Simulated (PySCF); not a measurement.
## Telling isomers of C$_{4}$H$_{9}$FO$_{2}$Si apart by NMR

One averaged value for each set of equivalent atoms, a single conformation, isolated molecule, non-relativistic Hamiltonian. Shieldings: GIAO PBE0/pcSseg-1; GFN2-xTB geometry; PySCF 2.14.0 with density-fitted response routines.

References, each an isolated molecule treated in the same way: ¹H (σref 31.72), ¹³C (σref 186.93) vs TMS. Splittings of carbon signals by F and P are missing where no couplings were computed. Where no couplings were computed, multiplicities follow the n + 1 count of equivalent neighbours, and m marks all less simple cases (inequivalent or close neighbours, rings, F or P nearby). Shifts are as computed. Against solution values, carbons near 30 ppm lie about +3 ppm off and those near 130 ppm about +5 ppm. Of 1309 compounds with measured shifts, 239 miss one by over three times the rms of a fit or turn the order of signals round; such compounds aren't used in these exercises.

(1) Tabulate the signals of `CO[C@@H](F)[SiH]1COC1`, `COC[SiH2]O/C=C\F`, `CO[Si@@H](C=O)[C@@H](C)F` and their relative energies.

(2) What is the quickest way to tell CO[C@@H](F)[SiH]1COC1 from COC[SiH2]O/C=C\F?

(3) What is the quickest way to tell CO[C@@H](F)[SiH]1COC1 from CO[Si@@H](C=O)[C@@H](C)F?

(4) What is the quickest way to tell COC[SiH2]O/C=C\F from CO[Si@@H](C=O)[C@@H](C)F?

Results:

(1) 
```tsv
SMILES	carbon types	δC	δH	E rel. (kcal/mol)
CO[C@@H](F)[SiH]1COC1	1×CH 2×CH2 1×CH3	119.8, 69.7, 69.6, 60.0	5.98 (m, 1H), 5.30 (m, 1H), 4.82 (m, 1H), 4.70 (m, 1H), 4.62 (m, 1H), 4.59 (m, 1H), 3.78 (s, 3H)	39.2
COC[SiH2]O/C=C\F	2×CH 1×CH2 1×CH3	144.2, 134.4, 65.7, 63.4	6.60 (m, 1H), 5.81 (m, 1H), 5.55 (t, 2H), 3.76 (t, 2H), 3.38 (s, 3H)	19.8
CO[Si@@H](C=O)[C@@H](C)F	2×CH 2×CH3	253.7, 92.8, 55.1, 19.6	12.26 (m, 1H), 4.81 (m, 1H), 4.80 (m, 1H), 4.15 (s, 3H), 1.49 (m, 3H)	0.0
```

Energies are electronic energies at PBE0/pcSseg-1 on these geometries, without zero-point or thermal terms, each for the one conformer computed, which needn't be the lowest.

(2) Both give the same number of carbon signals, but DEPT or the intensities differ. The first has an sp3 CH bonded to F and O and Si at 119.8 ppm, the second a β carbon of an enol-ether or enamine type C=C (CH) at 144.2 ppm. In the proton spectra the most deshielded non-exchanging signals are 5.98 (m, 1H) and 6.60 (m, 1H).

(3) Both give the same number of carbon signals, but DEPT or the intensities differ. The first has an sp3 CH2 bonded to O and Si at 69.7 ppm, the second a carbonyl carbon (CH) at 253.7 ppm. Their most deshielded carbons lie at 119.8 and 253.7 ppm. In the proton spectra the most deshielded non-exchanging signals are 5.98 (m, 1H) and 12.26 (m, 1H).

(4) Both give the same number of carbon signals, but DEPT or the intensities differ. The first has an sp3 CH2 bonded to O and Si at 65.7 ppm, the second a carbonyl carbon (CH) at 253.7 ppm. Their most deshielded carbons lie at 144.2 and 253.7 ppm. In the proton spectra the most deshielded non-exchanging signals are 6.60 (m, 1H) and 12.26 (m, 1H).
